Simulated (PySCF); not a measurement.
Geometry:
| atom | x (Å) | y (Å) | z (Å) |
| --- | --- | --- | --- |
| C1 | 0.127 | 1.306 | 2.453 |
| C2 | 0.245 | 1.213 | 1.263 |
| C3 | 0.477 | 1.039 | -0.145 |
| C4 | -0.403 | -0.065 | -0.814 |
| C5 | -1.626 | -0.439 | -0.053 |
| C6 | -2.857 | -0.324 | -0.516 |
| C7 | 0.651 | -1.197 | -0.910 |
| Si8 | 2.071 | 0.010 | -0.501 |
| O9 | 3.057 | -0.286 | 0.755 |
| H10 | -0.027 | 1.426 | 3.483 |
| H11 | 0.363 | 2.007 | -0.634 |
| H12 | -0.682 | 0.271 | -1.814 |
| H13 | -1.450 | -0.826 | 0.942 |
| H14 | -3.058 | 0.063 | -1.503 |
| H15 | -3.717 | -0.610 | 0.066 |
| H16 | 0.642 | -1.708 | -1.870 |
| H17 | 0.485 | -1.954 | -0.143 |
| H18 | 2.983 | 0.448 | -1.542 |
| H19 | 2.709 | -0.365 | 1.641 |

- coordinates at the GFN2-xTB level
- shielding tensors at PBE0/pcSseg-1 (GIAO)
- program: PySCF
- single conformer, non-relativistic, isolated molecule

Chemical shifts δ = σref − σ; TMS for ¹³C (σ = 186.93 ppm), all at this level.

**Question.** Do the ¹³C shifts follow the atomic charges (in e)? Tabulate both.

**Answer.** 
```
atoms  hybridisation  δ (ppm)  σ para (ppm)  Hirshfeld    IAO  Mulliken  ESP-fitted
   C5            sp2    152.3          -220      -0.04  -0.13     -0.12       -0.20
   C6            sp2    119.2          -185      -0.11  -0.32     -0.13       -0.45
   C2             sp     86.2          -159      -0.04  -0.02     +0.26       +0.33
   C1             sp     80.4          -154      -0.13  -0.29     -0.42       -0.63
   C4            sp3     36.5          -101      -0.02  -0.10     -0.27       +0.44
   C3            sp3     33.5          -103      -0.11  -0.43     -0.44       -0.79
   C7            sp3     32.4          -101      -0.17  -0.58     -0.45       -0.75
```

Correlation coefficients of δ with charge over these carbons: Hirshfeld +0.32, IAO +0.44, Mulliken +0.52, ESP-fitted +0.12; with the paramagnetic shielding -1.00. With so few points, grouped by hybridisation, these coefficients are fragile. Charge is one influence among several: hybridisation and low-lying excitations act through the paramagnetic term.

Shifts are as computed. Against solution values, carbons near 30 ppm lie about +3 ppm off and those near 130 ppm about +5 ppm. Of 1211 compounds with measured shifts, 218 miss one by over three times the rms of a fit or turn the order of signals round; such compounds aren't used in these exercises.
